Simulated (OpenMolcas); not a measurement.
Multiconfigurational calculation on Ru5+

Ru5+ among 4 point charges of -1.25 e arranged as a tetrahedron (Td), 2.24 Å from the ion.

Input:

```
&GATEWAY
Coord
1

Ru 0.0 0.0 0.0
Basis=ANO-RCC-VTZP
Group=NoSym
NoMove
AngMom=0.0 0.0 0.0
AMFI
XField
4 Angstrom 0
1.293265 1.293265 1.293265 -1.250000
1.293265 -1.293265 -1.293265 -1.250000
-1.293265 1.293265 -1.293265 -1.250000
-1.293265 -1.293265 1.293265 -1.250000
&SEWARD
* reference wave functions (RASSCF and RASSI steps not shown): 3 electrons in 5 orbitals (4d)
>>> COPY JOB001 $Project.JobIph
&CASPT2
Multistate=10 1 2 3 4 5 6 7 8 9 10
NoMult
Frozen=14
IPEA=0.25
Imaginary=0.1
MaxIter=60
WThr=0.0 0.3 0.05
PrWF=0.5
NoMix
>>> COPY JOB002 $Project.JobIph
&CASPT2
Multistate=40 1 2 3 4 5 6 7 8 9 10 11 12 13 14 15 16 17 18 19 20 21 22
23 24 25 26 27 28 29 30 31 32 33 34 35 36 37 38 39 40
NoMult
Frozen=14
IPEA=0.25
Imaginary=0.1
MaxIter=60
WThr=0.0 0.3 0.05
PrWF=0.5
NoMix
```

Launched by
```bash
OMP_NUM_THREADS=1 MOLCAS_MEM=1689 MOLCAS_PROJECT=a pymolcas a.inp > a.log  # once for each step of the input, in one work folder
```

Output, cut to the results:

```
--- CASPT2 ---
Orbital specifications:
      -----------------------

      Symmetry species                           1
                                                 a
      Frozen orbitals                           14
      Inactive orbitals                          4
      Active orbitals                            5
      Secondary orbitals                        45
      Deleted orbitals                           0
      Number of basis functions                 68
Type of calculation                        SS-CASPT2
      Fock operator                              state-specific
      IPEA shift                                 0.25
      Real shift                                 0.00
      Imaginary shift                            0.10
      The input orbitals will be transformed to quasi-canonical
Reference energy:       -4527.6585230117
      E2 (Non-variational):      -0.2981686575
      Shift correction:          -0.0000852722
      E2 (Variational):          -0.2982539297
      Total energy:           -4527.9567769414
      Residual norm:              0.0000000395
      Reference weight:           0.95477
      Contributions to the CASPT2 correlation energy
      Active & Virtual Only:         -0.0183072043
      One Inactive Excited:          -0.1382651985
      Two Inactive Excited:          -0.1415962547
Reference energy:       -4527.6585230117
      E2 (Non-variational):      -0.2982185452
      Shift correction:          -0.0000853276
      E2 (Variational):          -0.2983038728
      Total energy:           -4527.9568268845
      Residual norm:              0.0000000397
      Reference weight:           0.95475
      Contributions to the CASPT2 correlation energy
      Active & Virtual Only:         -0.0183031942
      One Inactive Excited:          -0.1383018333
      Two Inactive Excited:          -0.1416135178
::    CASPT2 Root  1     Total energy:  -4527.95677694
::    CASPT2 Root  2     Total energy:  -4527.95682688
::    CASPT2 Root  3     Total energy:  -4527.95692596
::    CASPT2 Root  4     Total energy:  -4527.95438393
::    CASPT2 Root  5     Total energy:  -4527.95297744
::    CASPT2 Root  6     Total energy:  -4527.95487576
::    CASPT2 Root  7     Total energy:  -4527.94722257
::    CASPT2 Root  8     Total energy:  -4527.89944631
::    CASPT2 Root  9     Total energy:  -4527.89940213
::    CASPT2 Root 10     Total energy:  -4527.89939700
--- CASPT2 ---
Orbital specifications:
      -----------------------

      Symmetry species                           1
                                                 a
      Frozen orbitals                           14
      Inactive orbitals                          4
      Active orbitals                            5
      Secondary orbitals                        45
      Deleted orbitals                           0
      Number of basis functions                 68
Type of calculation                        SS-CASPT2
      Fock operator                              state-specific
      IPEA shift                                 0.25
      Real shift                                 0.00
      Imaginary shift                            0.10
      The input orbitals will be transformed to quasi-canonical
Reference energy:       -4527.5832473990
      E2 (Non-variational):      -0.3089140545
      Shift correction:          -0.0000959984
      E2 (Variational):          -0.3090100529
      Total energy:           -4527.8922574519
      Residual norm:              0.0000008933
      Reference weight:           0.95202
      Contributions to the CASPT2 correlation energy
      Active & Virtual Only:         -0.0239513905
      One Inactive Excited:          -0.1418397331
      Two Inactive Excited:          -0.1431229309
Reference energy:       -4527.5832473990
      E2 (Non-variational):      -0.3088081759
      Shift correction:          -0.0000948967
      E2 (Variational):          -0.3089030726
      Total energy:           -4527.8921504716
      Residual norm:              0.0000009021
      Reference weight:           0.95209
      Contributions to the CASPT2 correlation energy
      Active & Virtual Only:         -0.0239232657
      One Inactive Excited:          -0.1417632270
      Two Inactive Excited:          -0.1431216832
::    CASPT2 Root  1     Total energy:  -4527.89225745
::    CASPT2 Root  2     Total energy:  -4527.89215047
::    CASPT2 Root  3     Total energy:  -4527.89280820
::    CASPT2 Root  4     Total energy:  -4527.89278520
::    CASPT2 Root  5     Total energy:  -4527.89274444
::    CASPT2 Root  6     Total energy:  -4527.89173574
::    CASPT2 Root  7     Total energy:  -4527.89179565
::    CASPT2 Root  8     Total energy:  -4527.89170919
::    CASPT2 Root  9     Total energy:  -4527.89149807
::    CASPT2 Root 10     Total energy:  -4527.87488319
::    CASPT2 Root 11     Total energy:  -4527.87502427
::    CASPT2 Root 12     Total energy:  -4527.87504415
::    CASPT2 Root 13     Total energy:  -4527.87049264
::    CASPT2 Root 14     Total energy:  -4527.87059903
::    CASPT2 Root 15     Total energy:  -4527.87041414
::    CASPT2 Root 16     Total energy:  -4527.86974373
::    CASPT2 Root 17     Total energy:  -4527.87007893
::    CASPT2 Root 18     Total energy:  -4527.86966812
::    CASPT2 Root 19     Total energy:  -4527.86979588
::    CASPT2 Root 20     Total energy:  -4527.86982262
::    CASPT2 Root 21     Total energy:  -4527.86729137
::    CASPT2 Root 22     Total energy:  -4527.86727482
::    CASPT2 Root 23     Total energy:  -4527.86726108
::    CASPT2 Root 24     Total energy:  -4527.86653195
::    CASPT2 Root 25     Total energy:  -4527.86622060
::    CASPT2 Root 26     Total energy:  -4527.86553427
::    CASPT2 Root 27     Total energy:  -4527.86553582
::    CASPT2 Root 28     Total energy:  -4527.86553706
::    CASPT2 Root 29     Total energy:  -4527.81703360
::    CASPT2 Root 30     Total energy:  -4527.81702541
```

Spin-orbit levels above the lowest (labels of Td), with the averaged single-state CASPT2 energies on the diagonal:

```csv
E (cm-1),Degeneracy,Label,2S+1,g
0,4,Γ8,4,
1190,2,Γ7,4,1.97 1.97 1.97
1670,4,Γ8,4,
3160,2,Γ7,4,3.96 3.96 3.96
3210,2,Γ6,4,2.43 2.43 2.43
3340,4,Γ8,4,
4740,2,Γ6,4,4.41 4.41 4.41
4940,4,Γ8,4,
5890,4,Γ8,4,
13730,4,Γ8,4 (82 %),
13810,2,Γ6,4,2.54 2.54 2.54
15850,2,Γ7,2,2.21 2.21 2.21
15930,4,Γ8,2 (69 %),
15970,2,Γ7,4,2.20 2.20 2.20
15970,4,Γ8,4 (69 %),
16120,2,Γ6,2,2.02 2.02 2.02
16880,2,Γ6,2,3.83 3.83 3.83
16970,4,Γ8,2,
17310,4,Γ8,2,
19970,4,Γ8,2 (85 %),
```

Roots that are degenerate in the reference are averaged as groups; the widest CASPT2 spread within a group is 420 cm-1 (the 3-fold group of multiplicity 4 near 607 cm-1 above the lowest state of its run). Shifts and gaps below about the spread of the groups concerned are not significant. Spin-orbit coupling mixes the spin-free states strongly: the lowest level takes only 60 % from its leading state, 4T1. Point charges give a weaker field than real ligands, and real ions of this kind are as a rule low spin; the high spin found here belongs to the model. The ground term spreads over less than 5000 cm-1, several times less than with real ligands, so orbital moments are less quenched and χT lies further from the spin-only value than at real sites. Free-ion shares, where given, are those of the reference states; single-state CASPT2 does not remix them. This is an electrostatic model: the charges have no orbitals. No measured value stands beside these numbers.

The CASPT2 steps took 13 s on 1 thread of Arm Neoverse V1 (shared host); the integral step is not counted.
